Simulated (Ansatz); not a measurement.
`N#C[SiH2]P` + H₂ → PH₃ + `N#C[SiH3]` at 400 K and 1 bar (hydrogenolysis of a P–Si bond).

Gas-phase electronic energies from Ansatz, PBE0-D4/def2-TZVP geometries. CBS: MP2 limit from def2 TZ/QZ plus the TZ coupled-cluster correction, frozen cores. This one scheme is used for every species. One conformer a species, not always the lowest.

```tsv
species	CCSD(T)/CBS energy (Eh)	H − E (kJ/mol)	S (J/(mol·K))
`N#C[SiH2]P`	-725.16307	142.8	357.9
H₂	-1.17544	38.0	139.0
PH₃	-342.72256	77.1	221.7
`N#C[SiH3]`	-383.61554	107.3	285.5
```

H − E and S are ideal-gas, rigid-rotor, harmonic terms from PBE0-D4/def2-TZVP, for one conformer and one mirror image of each species. The MP2-based limit puts H₂ 0.8 mEh under its directly extrapolated value; such offsets cancel only in part. 1 Eh = 2625.50 kJ/mol, R = 8.31446 J/(mol·K).

Task: By hand: ΔE, ΔH, ΔS and ΔG.

Result: ΔE = (-342.72256) + (-383.61554) − (-725.16307) − (-1.17544) = 0.00041 Eh = 1.1 kJ/mol. Δ(H − E) = 77.1 + 107.3 − 142.8 − 38.0 = 3.6, so ΔH = 4.7 kJ/mol. ΔS = 221.7 + 285.5 − 357.9 − 139.0 = 10.3 J/(mol·K). ΔG = 4.7 − 400 × (10.3)/1000 = 0.6 kJ/mol.

Task: By hand: the equilibrium constant, and the temperature at which ΔG would vanish if ΔH and ΔS stayed fixed.

Result: log₁₀ K = −ΔG/(RT ln 10) = -0.1. ΔG = 0 at ΔH/ΔS = 456 K, though so small a ΔH makes that figure unsure.

TΔS isn't small against ΔH here. The sign of ΔG lies within the doubt. A doubt of 5 kJ/mol in ΔE shifts log₁₀ K by 0.7 here. Other conformers and mirror images would add mixing entropy, several J/(mol·K) or more a flexible species. These are equilibria of isolated gas molecules and say nothing of rates. Largest T1 diagnostic: 0.014 (customary marks: 0.02 for closed shells, 0.045 for open ones).
